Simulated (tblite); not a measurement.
A geometry optimisation, step by step.

C4H10AlBrO.
Bonds: C1–C2 (double), C2–C3, C3–O4, O4–C5, O4–Al6, Al6–Br7. Hydrogens: H8, H9 on C1; H10 on C2; H11, H12 on C3; H13, H14, H15 on C5; H16, H17 on Al6.
Bond orders are those of one Lewis drawing.

Computed with GFN2-xTB (tblite), gas phase: L-BFGS steps from a force-field or distance-geometry start until the largest atomic force falls under 0.01 eV/Å. 9 of its 138 geometries are shown.

Step 0: E = -623.6458 eV, largest atomic force 4.572 eV/Å
```
atom  x, y, z in Å  |  force x, y, z in eV/Å
C1      2.422   -1.292    0.445   -0.671   0.794  -0.250
C2      1.682   -0.206    0.100    3.304  -2.943   1.153
C3      0.298   -0.430   -0.253   -0.229   0.431  -2.765
O4     -0.525    0.273    0.598   -1.556  -1.108   1.556
C5     -0.290    1.606    0.567   -0.072   2.822  -0.234
Al6    -2.292   -0.135    0.419   -2.174  -1.601   0.545
Br7    -2.545   -2.357    1.242    0.368   1.086  -0.466
H8      3.471   -1.195    0.735   -0.566  -0.227  -0.172
H9      1.947   -2.291    0.439    0.628   0.734   0.083
H10     2.211    0.729    0.140   -0.416   0.229  -0.300
H11     0.136    0.044   -1.274    0.040  -0.593   0.254
H12     0.017   -1.505   -0.345    0.082   0.604   0.434
H13    -0.475    1.957   -0.475    0.056   0.285   0.433
H14    -0.973    2.157    1.261    0.254  -0.569  -0.503
H15     0.736    1.881    0.838   -0.157  -0.075   0.127
H16    -2.638   -0.024   -1.129    0.494   0.065   0.228
H17    -3.189    0.800    1.332    0.614   0.067  -0.123
```

Step 17: E = -624.5354 eV, largest atomic force 0.169 eV/Å
```
atom  x, y, z in Å  |  force x, y, z in eV/Å
C1      2.466   -1.373    0.470   -0.057   0.058  -0.027
C2      1.747   -0.328    0.102   -0.011   0.000  -0.021
C3      0.312   -0.398   -0.332    0.013   0.003   0.032
O4     -0.605    0.347    0.487    0.047   0.008  -0.048
C5     -0.359    1.741    0.560    0.028  -0.052   0.010
Al6    -2.446   -0.225    0.457   -0.011  -0.146   0.084
Br7    -2.464   -2.368    1.200    0.046   0.061  -0.001
H8      3.504   -1.264    0.735   -0.008  -0.037  -0.005
H9      2.059   -2.368    0.509   -0.051   0.004   0.046
H10     2.209    0.647    0.036    0.003   0.031   0.050
H11     0.227   -0.038   -1.364    0.001   0.026  -0.053
H12    -0.045   -1.432   -0.292    0.004  -0.007  -0.008
H13    -0.479    2.209   -0.420    0.063  -0.010  -0.023
H14    -1.105    2.149    1.240   -0.022   0.006  -0.009
H15     0.639    1.932    0.953    0.024   0.048   0.047
H16    -2.607   -0.075   -1.076   -0.094  -0.011  -0.132
H17    -3.062    0.856    1.375    0.025   0.016   0.058
```

Step 34: E = -624.6067 eV, largest atomic force 0.188 eV/Å
```
atom  x, y, z in Å  |  force x, y, z in eV/Å
C1      2.359   -1.369    0.518   -0.024   0.001  -0.004
C2      1.732   -0.288    0.094   -0.005  -0.003   0.024
C3      0.328   -0.332   -0.430   -0.005  -0.029  -0.001
O4     -0.650    0.404    0.317   -0.010   0.020  -0.053
C5     -0.329    1.764    0.538    0.002  -0.012  -0.018
Al6    -2.433   -0.300    0.487    0.064  -0.124  -0.126
Br7    -2.184   -2.420    1.270    0.023   0.092  -0.040
H8      3.389   -1.354    0.829   -0.016   0.041   0.035
H9      1.858   -2.322    0.555    0.008  -0.047   0.032
H10     2.238    0.665    0.039    0.023   0.028   0.023
H11     0.326    0.029   -1.466   -0.049   0.019  -0.041
H12    -0.025   -1.365   -0.400   -0.058  -0.067  -0.147
H13    -0.154    2.285   -0.405    0.075  -0.032  -0.096
H14    -1.193    2.215    1.022    0.006  -0.043   0.083
H15     0.550    1.838    1.180   -0.016   0.092   0.062
H16    -2.915   -0.201   -1.003    0.084  -0.026   0.145
H17    -2.904    0.762    1.495   -0.102   0.091   0.123
```

Step 51: E = -624.6539 eV, largest atomic force 0.097 eV/Å
```
atom  x, y, z in Å  |  force x, y, z in eV/Å
C1      2.237   -1.382    0.579   -0.037   0.030   0.058
C2      1.685   -0.304    0.054   -0.012  -0.023   0.005
C3      0.325   -0.288   -0.576   -0.021   0.055  -0.003
O4     -0.650    0.424    0.201   -0.042  -0.023   0.011
C5     -0.296    1.761    0.509   -0.052  -0.026   0.006
Al6    -2.373   -0.335    0.571    0.061  -0.065  -0.038
Br7    -1.891   -2.420    1.332    0.005   0.005   0.009
H8      3.218   -1.348    1.018    0.052  -0.011   0.006
H9      1.733   -2.333    0.610   -0.055   0.014  -0.036
H10     2.210    0.643    0.044    0.036  -0.053   0.008
H11     0.377    0.185   -1.565    0.012  -0.014  -0.059
H12    -0.067   -1.306   -0.684    0.024   0.055   0.000
H13     0.087    2.274   -0.376    0.004  -0.020  -0.011
H14    -1.210    2.252    0.839   -0.018   0.010   0.052
H15     0.441    1.787    1.315    0.023   0.032  -0.037
H16    -2.987   -0.296   -0.856    0.018  -0.004   0.004
H17    -2.847    0.698    1.623    0.001   0.039   0.027
```

Step 68: E = -624.6869 eV, largest atomic force 0.105 eV/Å
```
atom  x, y, z in Å  |  force x, y, z in eV/Å
C1      2.039   -1.423    0.657   -0.026   0.010  -0.006
C2      1.680   -0.317    0.031    0.060  -0.027   0.024
C3      0.366   -0.180   -0.678   -0.042   0.009   0.031
O4     -0.625    0.464    0.130   -0.077   0.019   0.035
C5     -0.331    1.805    0.471    0.006   0.010   0.043
Al6    -2.225   -0.430    0.627   -0.024   0.015  -0.038
Br7    -1.625   -2.462    1.436    0.017   0.000   0.005
H8      2.982   -1.507    1.166    0.007   0.016   0.022
H9      1.394   -2.285    0.689    0.015  -0.051  -0.007
H10     2.320    0.552    0.023    0.054   0.041  -0.033
H11     0.469    0.386   -1.613    0.038  -0.025   0.000
H12    -0.042   -1.171   -0.897   -0.044  -0.002  -0.050
H13    -0.053    2.376   -0.418   -0.026  -0.011   0.000
H14    -1.241    2.217    0.907    0.022   0.011  -0.025
H15     0.468    1.844    1.212    0.094   0.046   0.003
H16    -2.887   -0.477   -0.777   -0.031  -0.023  -0.004
H17    -2.697    0.622    1.672   -0.044  -0.039  -0.002
```

Step 86: E = -624.7004 eV, largest atomic force 0.027 eV/Å
```
atom  x, y, z in Å  |  force x, y, z in eV/Å
C1      2.028   -1.446    0.667   -0.009   0.013   0.001
C2      1.688   -0.335    0.039    0.002  -0.016  -0.019
C3      0.365   -0.161   -0.654   -0.014   0.001   0.008
O4     -0.614    0.481    0.175   -0.003   0.015   0.007
C5     -0.326    1.833    0.476    0.004   0.015   0.005
Al6    -2.225   -0.449    0.603   -0.001  -0.003   0.005
Br7    -1.610   -2.463    1.449    0.012   0.013   0.000
H8      2.976   -1.543    1.166    0.013   0.005  -0.001
H9      1.370   -2.298    0.718   -0.010   0.003  -0.002
H10     2.362    0.510    0.001   -0.015   0.007   0.004
H11     0.474    0.421   -1.576    0.014  -0.007   0.002
H12    -0.065   -1.139   -0.898   -0.006  -0.003  -0.002
H13    -0.213    2.413   -0.444    0.005  -0.005  -0.013
H14    -1.177    2.214    1.039   -0.002  -0.014   0.015
H15     0.579    1.919    1.081    0.000  -0.026   0.007
H16    -2.840   -0.528   -0.822    0.011  -0.011  -0.015
H17    -2.780    0.584    1.621   -0.001   0.013  -0.003
```

Step 103: E = -624.7039 eV, largest atomic force 0.046 eV/Å
```
atom  x, y, z in Å  |  force x, y, z in eV/Å
C1      2.016   -1.435    0.660   -0.005  -0.004  -0.013
C2      1.671   -0.331    0.023    0.004  -0.030   0.021
C3      0.343   -0.163   -0.659    0.006   0.001   0.013
O4     -0.625    0.491    0.173   -0.008   0.011   0.008
C5     -0.306    1.828    0.506    0.008  -0.001   0.011
Al6    -2.224   -0.447    0.579   -0.010  -0.037   0.014
Br7    -1.568   -2.414    1.506   -0.024   0.006   0.024
H8      2.964   -1.527    1.161    0.028   0.018  -0.014
H9      1.366   -2.293    0.714   -0.019   0.016   0.002
H10     2.340    0.519   -0.020   -0.005  -0.004  -0.003
H11     0.445    0.406   -1.589    0.013   0.030  -0.032
H12    -0.096   -1.141   -0.885    0.004  -0.017  -0.016
H13    -0.209    2.433   -0.398    0.012   0.013  -0.025
H14    -1.132    2.204    1.108   -0.016  -0.006   0.000
H15     0.617    1.873    1.086    0.020   0.006   0.024
H16    -2.782   -0.608   -0.864    0.002   0.006   0.007
H17    -2.827    0.616    1.539   -0.010  -0.009  -0.019
```

Step 120: E = -624.7118 eV, largest atomic force 0.050 eV/Å
```
atom  x, y, z in Å  |  force x, y, z in eV/Å
C1      1.991   -1.413    0.633   -0.029   0.007  -0.040
C2      1.655   -0.321   -0.029    0.023  -0.037   0.017
C3      0.320   -0.138   -0.694    0.023  -0.001   0.028
O4     -0.634    0.505    0.158   -0.007  -0.017   0.017
C5     -0.270    1.807    0.572   -0.021  -0.005   0.027
Al6    -2.214   -0.478    0.558    0.001   0.015   0.013
Br7    -1.597   -2.310    1.750    0.017   0.024  -0.014
H8      2.949   -1.514    1.114   -0.004   0.020  -0.009
H9      1.321   -2.252    0.723   -0.005   0.006   0.006
H10     2.338    0.516   -0.107    0.012  -0.012  -0.007
H11     0.418    0.447   -1.616    0.001   0.014  -0.012
H12    -0.130   -1.109   -0.933    0.016  -0.009  -0.002
H13    -0.130    2.460   -0.293    0.011  -0.017  -0.008
H14    -1.095    2.179    1.178   -0.021   0.007   0.004
H15     0.640    1.782    1.175   -0.001   0.007  -0.005
H16    -2.638   -0.797   -0.902   -0.012  -0.007  -0.004
H17    -2.929    0.647    1.354   -0.006   0.005  -0.012
```

Step 137: E = -624.7147 eV, largest atomic force 0.008 eV/Å
```
atom  x, y, z in Å  |  force x, y, z in eV/Å
C1      1.982   -1.412    0.617   -0.004   0.004   0.001
C2      1.663   -0.323   -0.057    0.006  -0.004   0.000
C3      0.322   -0.124   -0.706    0.005  -0.001   0.003
O4     -0.632    0.498    0.163   -0.003  -0.004   0.001
C5     -0.271    1.791    0.605   -0.004  -0.001   0.001
Al6    -2.216   -0.478    0.552   -0.006  -0.001  -0.004
Br7    -1.577   -2.234    1.842    0.000   0.004   0.002
H8      2.946   -1.524    1.085   -0.003   0.000  -0.002
H9      1.292   -2.231    0.739    0.002   0.001  -0.002
H10     2.366    0.493   -0.163   -0.002   0.002   0.000
H11     0.412    0.483   -1.614    0.006  -0.002  -0.005
H12    -0.126   -1.091   -0.963    0.002  -0.001  -0.003
H13    -0.096    2.450   -0.249    0.001   0.003   0.000
H14    -1.113    2.165    1.188    0.002  -0.001   0.004
H15     0.621    1.752    1.235   -0.001   0.000  -0.002
H16    -2.604   -0.877   -0.900   -0.001   0.003   0.005
H17    -2.977    0.672    1.265    0.000  -0.002   0.001
```

Problem. Summarise the path.

Solution. The energy falls by 24.65 kcal/mol from step 0 to step 137; nine tenths of that is first reached at step 35. It falls at every step. The largest force goes from 4.572 to 0.008 eV/Å. Among the bonds Al6–Br7 changes most, from 2.383 to 2.270 Å; the atoms move by 0.592 Å rms after alignment.

Problem. Follow the three bonds and two angles with the largest change from start to end.

Solution. 
```json
{"step": "0", "E above end (kcal/mol)": "24.65", "largest force (eV/Å)": "4.572", "Al6–Br7 (Å)": "2.383", "O4–Al6 (Å)": "1.822", "O4–C5 (Å)": "1.354", "C5–O4–Al6 (°)": "112.8", "O4–Al6–H17 (°)": "111.1"}
{"step": "6", "E above end (kcal/mol)": "6.49", "largest force (eV/Å)": "0.307", "Al6–Br7 (Å)": "2.246", "O4–Al6 (Å)": "2.014", "O4–C5 (Å)": "1.411", "C5–O4–Al6 (°)": "114.8", "O4–Al6–H17 (°)": "99.7"}
{"step": "12", "E above end (kcal/mol)": "4.73", "largest force (eV/Å)": "0.312", "Al6–Br7 (Å)": "2.262", "O4–Al6 (Å)": "1.943", "O4–C5 (Å)": "1.415", "C5–O4–Al6 (°)": "117.2", "O4–Al6–H17 (°)": "99.6"}
{"step": "18", "E above end (kcal/mol)": "4.06", "largest force (eV/Å)": "0.232", "Al6–Br7 (Å)": "2.272", "O4–Al6 (Å)": "1.928", "O4–C5 (Å)": "1.417", "C5–O4–Al6 (°)": "117.5", "O4–Al6–H17 (°)": "99.1"}
{"step": "24", "E above end (kcal/mol)": "3.68", "largest force (eV/Å)": "0.221", "Al6–Br7 (Å)": "2.259", "O4–Al6 (Å)": "1.940", "O4–C5 (Å)": "1.416", "C5–O4–Al6 (°)": "118.6", "O4–Al6–H17 (°)": "97.3"}
{"step": "30", "E above end (kcal/mol)": "2.93", "largest force (eV/Å)": "0.314", "Al6–Br7 (Å)": "2.260", "O4–Al6 (Å)": "1.912", "O4–C5 (Å)": "1.417", "C5–O4–Al6 (°)": "122.7", "O4–Al6–H17 (°)": "94.7"}
{"step": "36", "E above end (kcal/mol)": "2.27", "largest force (eV/Å)": "0.195", "Al6–Br7 (Å)": "2.280", "O4–Al6 (Å)": "1.921", "O4–C5 (Å)": "1.414", "C5–O4–Al6 (°)": "124.0", "O4–Al6–H17 (°)": "95.6"}
{"step": "42", "E above end (kcal/mol)": "1.71", "largest force (eV/Å)": "0.154", "Al6–Br7 (Å)": "2.271", "O4–Al6 (Å)": "1.934", "O4–C5 (Å)": "1.416", "C5–O4–Al6 (°)": "123.7", "O4–Al6–H17 (°)": "98.6"}
{"step": "48", "E above end (kcal/mol)": "1.50", "largest force (eV/Å)": "0.101", "Al6–Br7 (Å)": "2.264", "O4–Al6 (Å)": "1.923", "O4–C5 (Å)": "1.417", "C5–O4–Al6 (°)": "123.6", "O4–Al6–H17 (°)": "98.7"}
{"step": "54", "E above end (kcal/mol)": "1.32", "largest force (eV/Å)": "0.066", "Al6–Br7 (Å)": "2.272", "O4–Al6 (Å)": "1.905", "O4–C5 (Å)": "1.416", "C5–O4–Al6 (°)": "124.1", "O4–Al6–H17 (°)": "97.4"}
{"step": "60", "E above end (kcal/mol)": "1.15", "largest force (eV/Å)": "0.132", "Al6–Br7 (Å)": "2.273", "O4–Al6 (Å)": "1.904", "O4–C5 (Å)": "1.417", "C5–O4–Al6 (°)": "123.9", "O4–Al6–H17 (°)": "96.2"}
{"step": "66", "E above end (kcal/mol)": "0.72", "largest force (eV/Å)": "0.128", "Al6–Br7 (Å)": "2.263", "O4–Al6 (Å)": "1.897", "O4–C5 (Å)": "1.414", "C5–O4–Al6 (°)": "123.9", "O4–Al6–H17 (°)": "96.5"}
{"step": "71", "E above end (kcal/mol)": "0.55", "largest force (eV/Å)": "0.100", "Al6–Br7 (Å)": "2.272", "O4–Al6 (Å)": "1.895", "O4–C5 (Å)": "1.414", "C5–O4–Al6 (°)": "124.4", "O4–Al6–H17 (°)": "96.6"}
{"step": "77", "E above end (kcal/mol)": "0.40", "largest force (eV/Å)": "0.058", "Al6–Br7 (Å)": "2.269", "O4–Al6 (Å)": "1.907", "O4–C5 (Å)": "1.414", "C5–O4–Al6 (°)": "125.2", "O4–Al6–H17 (°)": "97.1"}
{"step": "83", "E above end (kcal/mol)": "0.34", "largest force (eV/Å)": "0.044", "Al6–Br7 (Å)": "2.267", "O4–Al6 (Å)": "1.910", "O4–C5 (Å)": "1.414", "C5–O4–Al6 (°)": "125.9", "O4–Al6–H17 (°)": "97.1"}
{"step": "89", "E above end (kcal/mol)": "0.32", "largest force (eV/Å)": "0.052", "Al6–Br7 (Å)": "2.269", "O4–Al6 (Å)": "1.909", "O4–C5 (Å)": "1.414", "C5–O4–Al6 (°)": "126.5", "O4–Al6–H17 (°)": "97.1"}
{"step": "95", "E above end (kcal/mol)": "0.30", "largest force (eV/Å)": "0.023", "Al6–Br7 (Å)": "2.270", "O4–Al6 (Å)": "1.905", "O4–C5 (Å)": "1.414", "C5–O4–Al6 (°)": "126.5", "O4–Al6–H17 (°)": "97.3"}
{"step": "101", "E above end (kcal/mol)": "0.26", "largest force (eV/Å)": "0.047", "Al6–Br7 (Å)": "2.268", "O4–Al6 (Å)": "1.901", "O4–C5 (Å)": "1.413", "C5–O4–Al6 (°)": "127.3", "O4–Al6–H17 (°)": "96.9"}
{"step": "107", "E above end (kcal/mol)": "0.22", "largest force (eV/Å)": "0.038", "Al6–Br7 (Å)": "2.270", "O4–Al6 (Å)": "1.903", "O4–C5 (Å)": "1.414", "C5–O4–Al6 (°)": "127.9", "O4–Al6–H17 (°)": "96.7"}
{"step": "113", "E above end (kcal/mol)": "0.15", "largest force (eV/Å)": "0.051", "Al6–Br7 (Å)": "2.273", "O4–Al6 (Å)": "1.898", "O4–C5 (Å)": "1.414", "C5–O4–Al6 (°)": "128.4", "O4–Al6–H17 (°)": "97.0"}
{"step": "119", "E above end (kcal/mol)": "0.07", "largest force (eV/Å)": "0.052", "Al6–Br7 (Å)": "2.270", "O4–Al6 (Å)": "1.903", "O4–C5 (Å)": "1.413", "C5–O4–Al6 (°)": "129.0", "O4–Al6–H17 (°)": "96.6"}
{"step": "125", "E above end (kcal/mol)": "0.04", "largest force (eV/Å)": "0.044", "Al6–Br7 (Å)": "2.269", "O4–Al6 (Å)": "1.902", "O4–C5 (Å)": "1.414", "C5–O4–Al6 (°)": "128.8", "O4–Al6–H17 (°)": "96.7"}
{"step": "131", "E above end (kcal/mol)": "0.01", "largest force (eV/Å)": "0.029", "Al6–Br7 (Å)": "2.271", "O4–Al6 (Å)": "1.903", "O4–C5 (Å)": "1.414", "C5–O4–Al6 (°)": "128.5", "O4–Al6–H17 (°)": "97.0"}
{"step": "137", "E above end (kcal/mol)": "0.00", "largest force (eV/Å)": "0.008", "Al6–Br7 (Å)": "2.270", "O4–Al6 (Å)": "1.901", "O4–C5 (Å)": "1.414", "C5–O4–Al6 (°)": "128.2", "O4–Al6–H17 (°)": "97.0"}
```

What follows is the cost of the whole relaxation. The run took 1.9 s wall on Arm Neoverse N1, one thread, shared host with 64 logical CPUs at a one-minute load of 60.
